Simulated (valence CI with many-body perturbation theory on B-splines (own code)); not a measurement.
Mo⁸⁺: key properties

Calculated by configuration interaction combined with many-body perturbation theory (CI+MBPT): six valence electrons over a frozen Dirac-Fock core [Ar] 3d10, a basis of 9 s, 9 p, 8 d, 6 f, 3 g, 1 h functions for each j, with the one-electron correlation potential Σ1, the two-electron term Σ2, the three-electron term Σ3, Breit, model QED; selected CI, second order for the rest, scaled by the run's own slope (own B-spline code, finite nucleus).

No measured levels were compared; by estimate levels hold to about 250 cm⁻¹ or 0.2 % of their energy and the worst to 1 %, as in measured heavy ions of charge 2 to 7; those with d or f electrons hold less well. Among the levels kept, up to 890 cm⁻¹ of a level comes from second order outside the variational space, and about a tenth of that is noise between levels of different J, which matters for small intervals.

Rates and lifetimes use the calculated energies. Strong lines usually hold to 10 to 20 %, long lifetimes can be off by a factor of two.

What is the ground level?

4s2 4p4 3P_2, composition 85 % 4s2 4p4 3P + 11 % 4s2 4p4 1D, g = 1.441.

What are the static dipole polarisabilities of the lowest levels?

4s2 4p4 3P_2 1.32 (tensor 0.043); 4s2 4p4 3P_0 1.33; 4s2 4p4 3P_1 1.35 (tensor -0.030); 4s2 4p4 1D_2 1.34 (tensor -0.098) bohr³, of which the core gives 0.0579.

How is the term 3P of the ground level split?

J = 2 at 0.000, J = 0 at 2.063, J = 1 at 2.547 eV.

How well does LS coupling describe the low levels?

Among the lowest 20 levels the leading LS term, summed over configurations, holds 85 % on average. For single configurations the figures are 79 % in LS and 62 % in jj coupling. Terms mix most in the J = 2 level at 41.779 eV, where the leading one holds 48 %.

Among levels below 49.228 eV, which E1 lines absorb most strongly from the ground level?

to 4s 4p5 3P°_2 at 42.94 nm, f = 0.0677; to 4s2 4p3 4d 3P°_1 at 25.74 nm, f = 0.0408; to 4s 4p5 3P°_1 at 40.67 nm, f = 0.0319.
